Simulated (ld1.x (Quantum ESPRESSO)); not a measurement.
# boron (B): one change to a PAW potential, before and after

- Element: boron (B)
- Generator: ld1.x (Quantum ESPRESSO) 7.5
- Type: PAW
- Functional: PW91
- Relativity: scalar-relativistic
- Frozen core: [He]
- Valence charge: 3
- Reference configuration: 2s2 2p1
- Partial waves: 2s (bound): rcut 1.30, rcutus 1.55 bohr; 2s channel at 0.1 Ry: rcut 1.30, rcutus 1.55 bohr; 2p (bound): rcut 2.70, rcutus 3.55 bohr; 2p channel at 0.45 Ry: rcut 2.70, rcutus 3.55 bohr
- Local potential: all-electron potential smoothed inside 2.95 bohr (lloc = -2)
- Core correction: Bessel-smoothed model core inside 1.45 bohr
- Augmentation charge: PSQ, inside the norm-conserving radii

All-electron outer shells of the reference configuration (PW91, scalar-relativistic, ld1.x):

```
shell  level (eV)  outermost node (bohr)  outermost maximum (bohr)
   1s     -180.88                      –                      0.21
   2s       -9.49                   0.46                      1.52
   2p       -3.65                      –                      1.57
```

Change: waves 2s (bound): rcut 1.30, rcutus 2.28 bohr; 2s channel at 0.1 Ry: rcut 1.30, rcutus 2.28 bohr.

Cutoffs: the cutoffs (Ry, on a coarse ladder) from which the occupation-weighted sum of valence levels, in a spherical-Bessel basis at the reference potential, stays within 10 and 1 mRy of its value at 400 Ry; they do not see the model core or the augmentation charge, which bear on the density cutoff. Errors are all-electron minus pseudo energies relative to the spin-unpolarised reference configuration.

Question: Predict the effect on cutoff, ghosts and configuration errors.

Answer: Both files are very soft, the changed one slightly harder (loose and tight cutoff 6 and 8 Ry → 6 and 10 Ry on this coarse ladder); of the 7 tests that both files solve, the error grows in 2 and shrinks in 1 by more than 15 % and 0.3 meV (median size 0.7 → 0.7 meV); neither file shows a bound ghost.

```csv
quantity,base,changed
"cutoff, loose",6 Ry,6 Ry
"cutoff, tight",8 Ry,10 Ry
bound ghosts,none,none
"error for 2s2 2p0, meV [ΔE 8.27 eV]",+0.7,-0.2
"error for 2s1 2p0, meV [ΔE 33.74 eV]",+5.0,-7.6
"error for 2s2 2p0.5, meV [ΔE 2.91 eV]",-0.1,-0.3
"error for 2s1 2p2, meV [ΔE 5.85 eV]",-0.5,-0.7
"error for 2s2 2p1.3, meV [ΔE -0.75 eV]",0.0,0.0
"error for 2s1 2p1, meV [ΔE 14.41 eV]",-5.7,-7.3
"error for 2s0 2p3, meV [ΔE 11.72 eV]",-4.4,-4.5
s: phases at 3.85 bohr within 0.05 rad from the reference energy up to (Ry; the scan ends near 5),2.8,3.4
p: phases at 3.85 bohr within 0.05 rad from the reference energy up to (Ry; the scan ends near 5),2.8,2.8
lowest overlap eigenvalue by channel,"s 0.43, p 0.20","s 0.59, p 0.20"
```
